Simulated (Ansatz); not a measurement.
`[NH2][In]([Cl])[O][SiH3]` and `[CH3][In]([NH2])[Cl]` differ in one atom or group.

Ansatz, PBE0-D4/def2-TZVP geometries, multiplicity 1. Each molecule was computed in one conformer, which needn't be the lowest.

Elements past krypton have def2 core potentials.

```
                                          property  `[NH2][In]([Cl])[O][SiH3]`
             HOMO energy (ωB97M-V/def2-TZVPP) / eV                      -10.41
               HOMO–LUMO gap (PBE/def2-TZVPP) / eV                        3.81
                 LUMO energy (PBE/def2-TZVPP) / eV                       -2.87
size of the dipole moment (ωB97M-V/def2-TZVPP) / D                        2.92
           HOMO–LUMO gap (ωB97M-V/def2-TZVPP) / eV                       10.28
               HOMO energy (B3LYP/def2-TZVPP) / eV                       -7.82
```

Problem. What does the change do to each property? (An estimate is asked.)

Solution. The calculation gave: 
```
                                          property  `[CH3][In]([NH2])[Cl]`  shift
             HOMO energy (ωB97M-V/def2-TZVPP) / eV                   -9.67   0.74
               HOMO–LUMO gap (PBE/def2-TZVPP) / eV                    4.24   0.43
                 LUMO energy (PBE/def2-TZVPP) / eV                   -1.73   1.14
size of the dipole moment (ωB97M-V/def2-TZVPP) / D                    3.60   0.68
           HOMO–LUMO gap (ωB97M-V/def2-TZVPP) / eV                   10.28   0.00
               HOMO energy (B3LYP/def2-TZVPP) / eV                   -7.08   0.74
```

With PBE0 the HOMO rises by 0.74 eV and the LUMO rises by 1.05 eV, so the gap widens by about 0.31 eV. PBE moves the HOMO by 0.71 eV and ωB97M-V by 0.74 eV. Dipoles are sizes alone; their direction can turn.

B3LYP here is the variant with VWN-RPA as its local correlation; programs differ in this.
